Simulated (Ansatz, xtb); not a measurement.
## Two isomers of CH3GaN

Structure I: `N[CH][Ga]`, a doublet. Structure II: `C[N][Ga]`, a doublet. Both are isolated molecules in the gas phase, relaxed with PBE0-D3(BJ)/def2-SVP; the shapes shown needn't be the lowest conformers.

I (Å):

```yaml
atoms:
  - { symbol: C, position_ang: [-1.0348, 2.1838, 2.0246] }
  - { symbol: Ga, position_ang: [-0.1155, 3.8107, 1.2778] }
  - { symbol: N, position_ang: [-2.3362, 1.8319, 2.1450] }
  - { symbol: H, position_ang: [-0.3682, 1.4003, 2.4257] }
  - { symbol: H, position_ang: [-2.6387, 0.9565, 2.5540] }
  - { symbol: H, position_ang: [-3.0765, 2.4418, 1.8245] }
```

II (Å):

```yaml
atoms:
  - { symbol: C, position_ang: [-1.5889, 2.0144, 2.6065] }
  - { symbol: Ga, position_ang: [-1.4656, 2.6412, -0.5860] }
  - { symbol: N, position_ang: [-1.4871, 2.3593, 1.2575] }
  - { symbol: H, position_ang: [-0.6180, 1.7835, 3.0912] }
  - { symbol: H, position_ang: [-2.1855, 1.0784, 2.6773] }
  - { symbol: H, position_ang: [-2.1311, 2.7582, 3.2260] }
```

Quicker runs give these differences E(II) − E(I): GFN2-xTB −119.71 kJ/mol; HF/STO-3G −213.95 kJ/mol (at GFN2-xTB geometries); r2SCAN-D4/def2-SVP −3.58 kJ/mol (at GFN2-xTB geometries).

Q: Estimate E(II) − E(I) at the level CCSD(T)/def2-SVP + ΔMP2/def2-TZVPP.

A: Not settled: CCSD(T)/def2-SVP + ΔMP2/def2-TZVPP gives E(II) − E(I) = +5.61 kJ/mol, but this leans on the basis-set step: CCSD(T) alone gives −3.05 kJ/mol.

The same difference at several levels:

```csv
level,geometry,E(II) − E(I) (kJ/mol),departure from the last row (kJ/mol),"job, with rough time for the two"
GFN2-xTB,GFN2-xTB,−119.71,−125.32,"optimisation, 0.1 s"
HF/STO-3G,GFN2-xTB,−213.95,−219.56,"single point, 9.6 s"
r2SCAN-D4/def2-SVP,GFN2-xTB,−3.58,−9.19,"single point, 58 s"
PBE0-D3(BJ)/def2-SVP,PBE0-D3(BJ)/def2-SVP,+8.92,+3.31,"optimisation, 3.8 min"
HF/def2-SVP,PBE0-D3(BJ)/def2-SVP,−34.71,−40.32,part of the CCSD(T) run
MP2/def2-SVP,PBE0-D3(BJ)/def2-SVP,+9.26,+3.65,part of the CCSD(T) run
CCSD(T)/def2-SVP,PBE0-D3(BJ)/def2-SVP,−3.05,−8.66,single point
CCSD(T)/def2-SVP + ΔMP2/def2-TZVPP,PBE0-D3(BJ)/def2-SVP,+5.61,,"single point, 1.7 min"
```

As drawn, II has 1 Ga–N, 2 C–H in place of 1 C–Ga, 2 N–H.

GFN2-xTB, HF/STO-3G, r2SCAN-D4/def2-SVP, HF/def2-SVP, CCSD(T)/def2-SVP put the two in the other order. The largest departure from CCSD(T)/def2-SVP + ΔMP2/def2-TZVPP is that of HF/STO-3G, 219.56 kJ/mol. The last row adds to CCSD(T) the change of the MP2 difference between the two basis sets, here +8.66 kJ/mol.

With harmonic frequencies from PBE0-D3(BJ)/def2-SVP (ideal gas, rigid rotor, one conformer each, 298.15 K, 1 atm): on the last row, ΔE + ΔZPE = −0.54 kJ/mol. A mode under 50 cm⁻¹ makes harmonic enthalpies and free energies unreliable, so none is given.

Open shells are spin-unrestricted, with notable spin contamination under HF/STO-3G. The correlated steps freeze 11 core orbitals; the filled d shell of Ga is correlated, in a basis made for valence electrons. Codes used: Ansatz 0.2.0, xtb 6.7.1; the last row on 1 thread of Arm Neoverse V2 on a shared host.
